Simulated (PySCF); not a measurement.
Species: C₂H₁₂B₂N₂.
InChI=1S/C2H12B2N2/c1-2-4-5-3-6-4/h4H,2-3,5-6H2,1H3

Method used: TDDFT PBE0/def2-SVPD, vertical, gas phase, core orbitals frozen in the response (PySCF 2.14.0, density-fitted response routines). Isolated species at its PBE0-D3(BJ)/def2-SVP geometry (one conformer only). Torsions of this conformer, `[CH3:1][CH2:2][BH-:3]1[NH2+:4][BH2-:5][NH2+:6]1`: C1–C2–B3–N4 -174°.

Problem. What does the calculation give for the low-lying excited states?

Solution. 

```tsv
state	E (eV)	λ (nm)	ν̃ (cm⁻¹)	f	main configurations (H = HOMO, L = LUMO)
S1	6.94	178.5	56010	0.0007	H→L (98%)
S2	7.09	174.8	57200	0.011	H-1→L (97%)
S3	7.30	169.9	58840	0.0034	H→L+1 (92%)
S4	7.45	166.3	60120	0.0046	H-1→L+1 (79%), H-2→L (14%)
S5	7.48	165.8	60300	0.0096	H-2→L (79%), H-1→L+1 (12%)
S6	7.76	159.8	62580	0.0044	H→L+2 (79%), H→L+3 (11%)
S7	7.88	157.4	63530	0.0005	H-2→L+1 (82%), H→L+3 (10%)
S8	7.93	156.3	63990	0.026	H→L+3 (48%), H-1→L+2 (30%), H-2→L+1 (13%)
S9	7.96	155.7	64230	0.039	H-1→L+2 (50%), H→L+3 (25%), H→L+2 (16%)
S10	8.16	152.0	65800	0.0039	H-1→L+3 (84%), H-1→L+2 (8%)
```

Triplets, Tamm–Dancoff:

| state | E (eV) | λ (nm) | main configurations (H = HOMO, L = LUMO) |
| --- | --- | --- | --- |
| T1 | 6.78 | 182.9 | H→L (84%), H-1→L (12%) |
| T2 | 6.91 | 179.4 | H-1→L (83%), H→L (12%) |
| T3 | 7.14 | 173.6 | H→L+1 (83%), H-1→L+1 (11%) |
| T4 | 7.28 | 170.4 | H-2→L (76%), H-1→L+1 (8%) |

The lowest singlet lies at 6.94 eV (179 nm, vacuum ultraviolet) and is very weak; its leading configuration is HOMO→LUMO (98%). The most intense listed level is S9 at 7.96 eV (156 nm, f = 0.039), 1.02 eV above S1. Löwdin shares by element: HOMO nitrogen 24%, carbon 23% or more, boron 16% or more (atoms not listed hold the other 36%); LUMO boron 46%, hydrogen 16% or more (atoms not listed hold the other 38%). Orbital energies (eV): HOMO-3 -9.22, HOMO-2 -8.35, HOMO-1 -7.92, HOMO -7.77, LUMO 0.27, LUMO+1 0.69, LUMO+2 1.12. Weighted by f, the mean energy of these states is 7.77 eV. The oscillator strengths of these states sum to 0.103; summed over the whole spectrum of an exact calculation they would give the number of electrons, 48 (Thomas–Reiche–Kuhn). No computed singlet lies in the visible range (380 to 750 nm); the lowest, at 179 nm, stands 3.68 eV above its violet end (3.26 eV). All these states lie below the vertical ionisation energy of 9.63 eV (ΔSCF). The window holds the lowest 10 singlets.
